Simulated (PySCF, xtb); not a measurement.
C2H8N2Si2, SMILES CN[Si@H]1C=N[SiH2]1. Other conformers were not sampled.

Harmonic wavenumbers (cm⁻¹) from GFN2-xTB (xtb 6.7.1) at its own minimum, in rising order: 70, 107, 120, 174, 255, 288, 356, 392, 462, 492, 532, 533, 603, 664, 728, 735, 788, 803, 832, 1063, 1107, 1153, 1230, 1356, 1424, 1493, 1504, 1604, 2152, 2197, 2229, 2907, 2957, 2977, 3032, 3434.

### Question
What does PBE0-D3(BJ)/def2-SVP run with PySCF 2.14.0 give at its own minimum? (Estimate from the structure and the level; the computed values follow.)

### Answer
56, 98, 133, 167, 265, 296, 408, 436, 469, 527, 628, 669, 693, 729, 792, 803, 820, 913, 952, 1100, 1139, 1181, 1287, 1410, 1447, 1463, 1500, 1624, 2199, 2216, 2223, 3017, 3032, 3088, 3143, 3637. Paired by order, the mean absolute difference is 54 cm⁻¹ and the zero-point energies are 61.1 and 63.7 kcal/mol.
